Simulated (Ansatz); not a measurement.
Consider the cleavage of the Si–Ga bond: `[F][Ga]([F])[SiH3]` + `N[SiH](N)N` → `N[SiH](N)N[SiH3]` + `[F][GaH][F]`.

Isolated molecules relaxed with PBE0-D4/def2-TZVP in Ansatz; ΔE leaves out vibrations. CCSD(T)/CBS is the MP2 limit (def2-TZVPP, def2-QZVPP) plus CCSD(T) − MP2 in def2-TZVPP, frozen cores. Functionals use def2-TZVPP. For Ga outer-core shells are correlated without core-valence functions, which leaves a few kJ/mol of doubt a bond. Scalar relativity is left out up to krypton. Each species was taken in one conformer, which may not be the lowest.

```tsv
species	r2SCAN-D4 energy (Eh)
`[F][Ga]([F])[SiH3]`	-2415.90943
`N[SiH](N)N`	-458.03308
`N[SiH](N)N[SiH3]`	-748.72979
`[F][GaH][F]`	-2125.22074
```

Q: Work out ΔE.

A: ΔE = (-748.72979) + (-2125.22074) − (-2415.90943) − (-458.03308) = -0.00802 Eh = -5.0 kcal/mol. CCSD(T)/CBS gives -5.8 kcal/mol.

Largest T1 diagnostic among the species: 0.015.

From PBE to PBE0 (25 % exact exchange), in def2-TZVPP and without D4, ΔE moves by −1.9 kcal/mol. The D4 term adds −1.8 kcal/mol with B3LYP and −1.0 kcal/mol with PBE0; it sums over pairs of atoms, weighted by their polarisabilities, and B3LYP, whose exchange is more repulsive, gets the larger term.

B3LYP here is the variant with VWN-RPA as its local correlation; programs differ in this.
